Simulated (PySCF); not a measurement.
# Electric properties by functional and basis

ClH5P2Si.
SMILES: `P[SiH](P)Cl`

PySCF, dipoles from the SCF density, polarisabilities from static response with core orbitals frozen. One conformer (not necessarily the lowest) at the PBE0-D3(BJ)/def2-SVP geometry, without solvent, vibrations or thermal averaging.

The anisotropy is √(½[(α1 − α2)² + (α2 − α3)² + (α3 − α1)²]).

| level | μ (D) | α (Å³) | anisotropy (Å³) |
| --- | --- | --- | --- |
| LDA/def2-SVPD | 2.000 | 15.23 | 4.85 |
| PBE/def2-SVPD | 1.930 | 15.00 | 4.81 |
| B3LYP/def2-SVPD | 1.965 | 14.64 | 4.53 |
| PBE0/def2-SVPD | 2.046 | 14.52 | 4.50 |
| BHandHLYP/def2-SVPD | 2.077 | 14.17 | 4.20 |
| CAM-B3LYP/def2-SVPD | 2.059 | 14.38 | 4.26 |
| wB97X-D/def2-SVPD | 2.069 | 14.36 | 4.35 |
| LC-wPBE/def2-SVPD | 2.177 | 14.03 | 4.06 |
| HF/def2-SVPD | 2.187 | 13.69 | 3.81 |
| PBE0/6-31G* | 2.543 | 11.94 | 4.48 |
| PBE0/def2-SVP | 2.150 | 11.82 | 3.39 |
| PBE0/6-31+G* | 2.479 | 13.16 | 4.61 |
| PBE0/aug-cc-pVDZ | 2.021 | 14.83 | 4.80 |
| PBE0/def2-TZVP | 1.920 | 13.68 | 4.44 |
| PBE0/def2-TZVPD | 1.909 | 14.86 | 4.79 |

The dipole runs from 1.91 D (PBE0/def2-TZVPD) to 2.54 D (PBE0/6-31G*). No reference polarisability is at hand; against PBE0 in the largest diffuse basis at hand (def2-TZVPD) the other PBE0 rows deviate by 6-31G* -20%, def2-SVP -20%, 6-31+G* -11%, def2-SVPD -2%, aug-cc-pVDZ 0%, def2-TZVP -8%. In one basis (def2-SVPD) the functionals order the polarisability from HF (lowest) to LDA (highest), a spread of 11%. With PBE0 the polarisability is 12.48 Å³ without diffuse functions (mean of 6-31G*, def2-SVP and def2-TZVP) and 14.34 Å³ with them (mean of 6-31+G*, def2-SVPD, aug-cc-pVDZ and def2-TZVPD).
